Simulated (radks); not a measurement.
Values are calculated unless marked as measured or tabulated.
Radial electron density D(r) = 4 pi r^2 rho(r) of an atom or ion with 25 electrons. Code: a radial shooting solver on a logarithmic mesh with Libxc functionals. Model: Dirac Kohn-Sham, PBE, spin-unpolarised, spherical densities, point nucleus.

```
   r/bohr * D(r) (the largest magnitude, 33.1, reaches the edge; | marks zero)
  0.01475 |                       *
  0.01774 |                             *
  0.02132 |                                   *
  0.02542 |                                        *
  0.03056 |                                             *
  0.03673 |                                                *
   0.0438 |                                                 *
  0.05264 |                                               *
  0.06328 |                                            *
  0.07546 |                                        *
   0.0907 |                                      *
    0.109 |                                       *
     0.13 |                                            *
   0.1563 |                                                  *
   0.1878 |                                                      *
    0.224 |                                                    *
   0.2692 |                                           *
   0.3236 |                               *
   0.3859 |                      *
   0.4638 |                  *
   0.5575 |                    *
   0.6648 |                       *
   0.7991 |                       *
   0.9606 |                   *
    1.145 |             *
    1.377 |       *
    1.655 |    *
    1.973 |  *
    2.372 | *
    2.851 |*
      3.4 |*
    4.087 *
    4.912 *
    5.858 *
    7.041 *
    8.464 *
    10.09 *
    12.13 *
    14.58 *
    17.39 *
     20.9 *
    25.12 *
    36.01 *
    43.28 *
    51.61 *
    62.04 *
    74.57 *
    88.92 *
    106.9 *
```

What is the nuclear charge?

Answer. Z = 25. The innermost maximum, from 1s, lies near gamma/Z bohr with gamma = sqrt(1 - (Z/c)^2) = 0.983, here 0.0393 bohr (found: 0.0424), and its height grows with Z. The density is that of neutral manganese in [Ar] 3d5 4s1 7f1; the configuration itself is not fixed sharply by these data, and Z only to about a unit. D(r) has 7 maxima, at r = 0.0424, 0.195, 0.732, 8.74, 22.5, 41.6, 74.0 bohr, and minima at 0.0936, 0.468, 8.00 bohr, inside which lie 2.13, 10.60, 24.02 electrons.
